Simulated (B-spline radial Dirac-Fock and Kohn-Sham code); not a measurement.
**Photoionisation of cerium ions at Cu Kα (8047.8 eV)**

Level of theory: independent-particle photoionisation in a Dirac-Hartree-Slater potential with a Latter tail, all multipoles, thresholds from Dirac-Fock ΔSCF; an atomic code on a B-spline grid. Cross sections in kb; a dash marks an empty subshell or a threshold above the photon energy.

```
 ion     configuration  total  3d5/2  4p1/2  4p3/2  5p3/2    5d5/2
  Ce  [Xe] 4f1 5d1 6s2  84.74   1.97  0.625   1.07  0.162  0.00278
 Ce⁺      [Xe] 4f1 5d2  84.72   1.97  0.625   1.07  0.159  0.00569
Ce³⁺          [Xe] 4f1  84.74   1.97  0.625   1.07  0.173        –
```

Values without a named source are computed, but for edge energies of neutral atoms, which are taken from tables.
